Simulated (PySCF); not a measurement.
C₅H₅O₂ (doublet state).
Z-matrix (Å and degrees, GFN2-xTB geometry), rows numbered from 1:
```
C 
C   1  1.3615
C   2  1.3905  1  128.11
O   3  1.3557  2  113.15  1  -179.97
C   4  1.3626  3  109.86  2    -0.01
O   5  1.1960  4  122.68  3   180.00
C   2  1.5050  1  126.27  3  -179.99
H   1  1.0737  2  121.01  3     0.08
H   1  1.0737  2  121.05  3  -179.94
H   3  1.0721  2  130.25  1     0.06
H   7  1.0907  2  112.98  1   -61.26
H   7  1.0907  2  112.98  1    61.20
```

The hyperfine couplings belong to this conformer and change with its torsions.

The species is `[CH2]C1=COC(=O)C1` [radical].

Method used: UKS B3LYP, pcH-1 on C H O, non-relativistic, mean-field spin-orbit, GIAO (PySCF 2.14.0). The structure is a single GFN2-xTB conformer in the gas phase; no vibrational or solvent corrections. The geometry wasn't refined by DFT: couplings that depend on bond lengths, twists or pyramidal angles can differ widely from those at the functional's own minimum. No stability test was run, so a lower SCF solution isn't excluded. ⟨S²⟩ is 0.775 where a pure state has 0.75.

Principal values of hyperfine tensors in MHz (contact and dipolar terms together), for some of the nuclei:

| atom | isotope | A1 | A2 | A3 | alike by the symmetry of this geometry |
| --- | --- | --- | --- | --- | --- |
| C3 | 13C | 5.49 | 5.89 | 165.23 | none |
| C2 | 13C | -75.33 | -36.61 | -30.10 | none |
| H10 | 1H | -67.72 | -45.97 | -19.63 | none |
| H9 | 1H | -63.35 | -39.94 | -15.92 | none |
| H8 | 1H | -57.87 | -38.93 | -15.83 | none |
| H11 | 1H | -19.14 | -17.31 | -14.62 | H12 |
| O4 | 17O | -45.24 | 5.87 | 7.55 | none |
| C7 | 13C | 3.76 | 4.89 | 6.06 | none |

**Question.** Give the isotropic coupling of each nucleus in MHz and in mT (g = 2.0029), and the anisotropic part.

**Answer.** a_iso = (A1 + A2 + A3)/3, Ti = Ai − a_iso; 1 mT corresponds to 28.034 MHz.

```json
{"atom": "C3", "a_iso (MHz)": "58.87", "a_iso (mT)": "2.100", "T1": "-53.38", "T2": "-52.98", "T3": "106.36"}
{"atom": "C2", "a_iso (MHz)": "-47.35", "a_iso (mT)": "-1.689", "T1": "-27.98", "T2": "10.74", "T3": "17.24"}
{"atom": "H10", "a_iso (MHz)": "-44.44", "a_iso (mT)": "-1.585", "T1": "-23.28", "T2": "-1.53", "T3": "24.81"}
{"atom": "H9", "a_iso (MHz)": "-39.74", "a_iso (mT)": "-1.417", "T1": "-23.61", "T2": "-0.21", "T3": "23.82"}
{"atom": "H8", "a_iso (MHz)": "-37.54", "a_iso (mT)": "-1.339", "T1": "-20.33", "T2": "-1.38", "T3": "21.71"}
{"atom": "H11", "a_iso (MHz)": "-17.02", "a_iso (mT)": "-0.607", "T1": "-2.12", "T2": "-0.29", "T3": "2.41"}
{"atom": "O4", "a_iso (MHz)": "-10.61", "a_iso (mT)": "-0.378", "T1": "-34.64", "T2": "16.47", "T3": "18.16"}
{"atom": "C7", "a_iso (MHz)": "4.90", "a_iso (mT)": "0.175", "T1": "-1.15", "T2": "-0.02", "T3": "1.16"}
```

**Question.** What spin density at the nucleus of H10 lies behind its contact coupling (g_N = 5.58569)?

**Answer.** a_FC = (2μ0/3) gₑ μB g_N μN ρ(0)/(2S·h) = 800.24 MHz × g_N × ρ(0)/(2S), with ρ in bohr⁻³. With a_FC = -44.44 MHz and 2S = 1, ρ(0) = -0.009942 bohr⁻³. In magnitude that is 3.1 % of the 1/π = 0.318 of a free hydrogen atom.

**Question.** C1 (13C, g_N = 1.40482) isn't in the table. Its spin density at the nucleus is 0.04479 bohr⁻³. What is its contact coupling?

**Answer.** By the same relation, a_FC = 50.4 MHz. Its full tensor has the principal values 1.97, 3.60, 145.49 MHz.

**Question.** Name the largest traceless tensor T of the table and describe it.

**Answer.** C3: -53.4, -53.0, 106.4 MHz, axial, in the ratio −1:−1:+2, the form that spin in one p orbital centred on that nucleus gives.

**Question.** What first-order splitting does C2 cause when the field lies along A1, A2 or A3 of its tensor (g taken as isotropic, no quadrupole term)?

**Answer.** 2 lines (I = 1/2), spaced by |A_i|/(g × 13.996): 2.69, 1.31, 1.07 mT along the axes of A1, A2 and A3.
